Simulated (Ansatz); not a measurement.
`O[BH][SnH2][F]` + H₂ → `[F][SnH3]` + `BO` at 500 K and 1 bar (hydrogenolysis of the Sn–B bond).

Calculated with Ansatz (gas phase, PBE0-D4/def2-TZVP geometries, no zero-point term in ΔE). CCSD(T)/CBS is the MP2 limit (def2-TZVPP, def2-QZVPP) plus CCSD(T) − MP2 in def2-TZVPP, frozen cores. This one scheme is used for every species. def2 core potentials past Kr. For Sn outer-core shells are correlated without core-valence functions, which leaves a few kJ/mol of doubt a bond. One conformer a species, not always the lowest.

```
         species  CCSD(T)/CBS energy (Eh)  H − E (kJ/mol)  S (J/(mol·K))
`O[BH][SnH2][F]`               -416.25065           155.3          385.7
              H₂                 -1.17544            41.0          145.5
     `[F][SnH3]`               -315.62493            83.7          298.9
            `BO`               -101.80414           113.6          256.0
```

H − E and S are ideal-gas, rigid-rotor, harmonic terms from PBE0-D4/def2-TZVP, for one conformer and one mirror image of each species. The MP2-based limit puts H₂ 0.8 mEh under its directly extrapolated value; such offsets cancel only in part. 1 Eh = 2625.50 kJ/mol, R = 8.31446 J/(mol·K).

Q: By hand: ΔE, ΔH, ΔS and ΔG.

A: ΔE = (-315.62493) + (-101.80414) − (-416.25065) − (-1.17544) = -0.00298 Eh = -7.8 kJ/mol. Δ(H − E) = 83.7 + 113.6 − 155.3 − 41.0 = 1.0, so ΔH = -6.8 kJ/mol. ΔS = 298.9 + 256.0 − 385.7 − 145.5 = 23.7 J/(mol·K). ΔG = -6.8 − 500 × (23.7)/1000 = -18.6 kJ/mol.

Q: By hand: the equilibrium constant, and the temperature at which ΔG would vanish if ΔH and ΔS stayed fixed.

A: log₁₀ K = −ΔG/(RT ln 10) = 1.9. ΔH and −TΔS have one sign here, so there is no such temperature.

TΔS isn't small against ΔH here. A doubt of 5 kJ/mol in ΔE shifts log₁₀ K by 0.5 here. Other conformers and mirror images would add mixing entropy, several J/(mol·K) or more a flexible species. These are equilibria of isolated gas molecules and say nothing of rates. Largest T1 diagnostic: 0.015 (customary marks: 0.02 for closed shells, 0.045 for open ones).
